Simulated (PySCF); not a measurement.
Sn(H)2(Et)(vinyl) (C4H10Sn), SMILES C=[CH][SnH2][CH2]C.

Geometry optimised at B3LYP-D3(BJ)/def2-SVP. The def2 effective core potentials stand for the cores of Sn; spin–orbit coupling is left out. Other conformers were not sampled.

The numbers are results of TDA-LC-ωPBE/def2-SVPD (PySCF 2.14.0), not measurements.

Vertical excitations. Gas-phase values at a fixed geometry.

Computed lowest excited states:
```csv
state,energy (eV),λ (nm),f,main pairs
S1,6.46,192,0.009,"HOMO−1→LUMO 32 %, HOMO−1→LUMO+1 23 %, HOMO−2→LUMO 8 %, HOMO−1→LUMO+2 7 %"
S2,7.52,165,0.460,HOMO→LUMO 71 %
S3,7.71,161,0.005,"HOMO→LUMO+2 40 %, HOMO→LUMO+1 23 %, HOMO→LUMO+3 16 %"
S4,7.84,158,0.280,"HOMO→LUMO+2 26 %, HOMO→LUMO+1 22 %, HOMO−1→LUMO 11 %, HOMO→LUMO+3 8 %"
S5,8.12,153,0.024,"HOMO→LUMO+4 30 %, HOMO−1→LUMO+2 8 %, HOMO−2→LUMO+1 8 %, HOMO−1→LUMO+1 8 %"
S6,8.31,149,0.094,"HOMO→LUMO+1 15 %, HOMO−1→LUMO 13 %, HOMO−2→LUMO 12 %, HOMO→LUMO+3 11 %"
S7,8.32,149,0.199,"HOMO→LUMO+3 16 %, HOMO→LUMO+1 13 %, HOMO→LUMO+5 13 %, HOMO−1→LUMO+2 8 %"
S8,8.41,148,0.042,"HOMO−1→LUMO+1 19 %, HOMO−2→LUMO 16 %, HOMO→LUMO+4 13 %, HOMO−2→LUMO+2 12 %"
S9,8.47,146,0.026,"HOMO−2→LUMO+2 15 %, HOMO−1→LUMO+4 12 %, HOMO−3→LUMO+1 11 %, HOMO−1→LUMO+3 10 %"
S10,8.55,145,0.098,"HOMO−1→LUMO+3 22 %, HOMO→LUMO+5 15 %, HOMO−3→LUMO 9 %, HOMO→LUMO+6 8 %"
T1,4.12,301,0,"HOMO→LUMO 14 %, HOMO→LUMO+1 11 %, HOMO−1→LUMO 11 %, HOMO−2→LUMO 11 %"
T2,5.79,214,0,"HOMO−1→LUMO 31 %, HOMO−1→LUMO+1 23 %, HOMO−1→LUMO+2 8 %, HOMO→LUMO 7 %"
T3,6.68,186,0,"HOMO→LUMO+3 15 %, HOMO→LUMO+1 14 %, HOMO→LUMO+2 12 %, HOMO→LUMO+10 10 %"
T4,7.20,172,0,"HOMO→LUMO 15 %, HOMO−3→LUMO 13 %, HOMO−3→LUMO+5 9 %"
```
Triplets are in the Tamm–Dancoff approximation.
